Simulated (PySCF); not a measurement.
**Basis-set dependence of NaPb⁺ at HF**

PySCF, UHF reference; triplet, unpaired electrons σ ↑, π ↑; De to Na⁺ + Pb without counterpoise correction.

| basis | relativity | functions | Re (Å) | ωe (cm⁻¹) | De (eV) | μ (D) |
| --- | --- | --- | --- | --- | --- | --- |
| cc-pVDZ/cc-pVDZ-PP | scalar-relativistic core potentials | 41 | 3.518 | 102 | n/a | -11.43 |
| def2-SVPD | scalar-relativistic core potentials | 50 | 3.552 | 97.0 | n/a | -11.56 |
| aug-cc-pVDZ/aug-cc-pVDZ-PP | scalar-relativistic core potentials | 59 | 3.530 | 100 | n/a | -11.33 |

(1) How does each smaller set differ from the one with most functions, aug-cc-pVDZ/aug-cc-pVDZ-PP?

A positive dipole points towards Pb; it is taken about the centre of mass and depends on that origin. Spin–orbit coupling is left out, which matters for elements this heavy, above all for dissociation energies. Hartree–Fock leaves out correlation, which carries a large part of most bond energies and some tenths to 1 eV of ionisation energies. The state is the lowest determinant that a PBE0 search found; another state may lie lower at other levels.

Results:

(1) cc-pVDZ/cc-pVDZ-PP: -1.2 pm, +2.0 % in ωe; def2-SVPD: +2.2 pm, -3.0 % in ωe. All at HF; the set with most functions is neither the basis-set limit nor always the best.
